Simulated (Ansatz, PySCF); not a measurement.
Torsion O1–Te2–Se3–H5 in H2OSeTe (SMILES O[Te][SeH]); at each angle all else is relaxed with GFN2-xTB, and the levels are single points there.
Geometry at 270° (charge 0, multiplicity 1):
```json
[
 {"atom": "O", "x (Å)": "-1.3317", "y (Å)": "0.5586", "z (Å)": "-0.4038"},
 {"atom": "Te", "x (Å)": "-0.1895", "y (Å)": "-0.9152", "z (Å)": "-1.0848"},
 {"atom": "Se", "x (Å)": "1.5876", "y (Å)": "-0.7540", "z (Å)": "0.6257"},
 {"atom": "H", "x (Å)": "-1.9031", "y (Å)": "0.2727", "z (Å)": "0.3099"},
 {"atom": "H", "x (Å)": "2.4788", "y (Å)": "0.1921", "z (Å)": "-0.0168"}
]
```

On the grid 0° to 330°, 0° is the highest and 270° the lowest point at MP2/CBS(def2-TZVPP, def2-QZVPP) + ΔCCSD(T)/def2-TZVPP.

Rows in STO-3G carry no dispersion term and start afresh at each structure; the Pople sets are all-electron and without relativity.

The values were computed with Ansatz (a quantum-chemistry and plane-wave program) with Gaussian orbitals; PySCF for M06-2X, STO-3G rows. Each number belongs to the level named beside it. In def2 rows elements past Kr take small-core potentials, without spin–orbit coupling.

Estimate the energy at 0° less that at 270° that M06-2X/def2-TZVPP returns for this input.

9.1 kcal/mol

Predict the energy at 0° less that at 270° from r2SCAN/def2-TZVPP.

10.4 kcal/mol

Estimate the energy at 0° less that at 270° that HF/STO-3G returns for this input.

4.8 kcal/mol
